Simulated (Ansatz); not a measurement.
Correlation energies of `O[B](F)[GeH3]` by basis set

```xyz
8

O     1.950   -0.335   -0.317
B     0.874   -0.351    0.494
F     1.083   -0.786    1.729
Ge   -1.041    0.251   -0.061
H     1.766   -0.016   -1.202
H    -1.524    1.429    0.800
H    -1.057    0.705   -1.535
H    -2.051   -0.897    0.092
```

Total charge 0; spin multiplicity 1. Correlated methods include outer-core shells of Ge, which these sets cover unevenly. Scalar relativity is left out up to krypton. Geometry: relaxed with PBE0-D4/def2-TZVP. It is one conformer, not always the lowest. Frozen core, restricted reference, the Gaussian-basis code of Ansatz.

```json
{"basis": "def2-SVP", "HF (Eh)": "-2276.36379", "MP2 corr.": "-0.68779"}
{"basis": "def2-TZVPP", "HF (Eh)": "-2276.87740", "MP2 corr.": "-0.84830"}
{"basis": "def2-QZVPP", "HF (Eh)": "-2276.92878", "MP2 corr.": "-1.16279"}
```

(1) Estimate the CCSD correlation energy and the (T) correction in each basis where they were run (hartree).

Results:

(1) 
```tsv
basis	CCSD corr.	(T)
def2-SVP	-0.71084	-0.01684
def2-TZVPP	-0.86856	-0.02916
```
